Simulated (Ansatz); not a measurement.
VSCl3. Charge 0, multiplicity 3. Geometry PBE0-D4/def2-SVP, that of the neutral singlet; atoms count from 1.

```xyz
5

V    -0.004   -0.001   -0.004
S    -1.304   -0.393   -1.427
Cl    1.942   -0.350   -0.767
Cl   -0.404   -1.284    1.635
Cl   -0.230    2.028    0.564
```

At PBE0-D4/def2-TZVP a singlet of charge 0 lies 1.72 eV below the triplet at the same geometry. That singlet is doubtful there (restricted singlet, unstable towards broken spin symmetry at other levels and untested here).

**Question.** Estimate the Mulliken populations from the PBE0/def2-TZVP orbitals of Ansatz.

**Answer.** 
```csv
atom,charge (e),spin (α − β),d electrons
V1,0.95,0.95,3.41
S2,-0.14,0.86,–
Cl3,-0.26,0.09,–
Cl4,-0.26,0.09,–
Cl5,-0.29,0.01,–
```
Mulliken values and Mayer orders depend strongly on the basis.

**Question.** Where does the spin sit?

**Answer.** Summed by element: V 0.95, S 0.86, Cl 0.19, of 2 unpaired in all. Largest on single atoms: V1 0.95, S2 0.86, Cl4 0.09.

**Question.** And the Mayer bond orders between bonded heavy atoms (over 0.3)?

**Answer.** V1–S2 1.45 (1.97 Å); V1–Cl3 1.14 (2.12 Å); V1–Cl4 1.14 (2.12 Å); V1–Cl5 1.12 (2.12 Å).
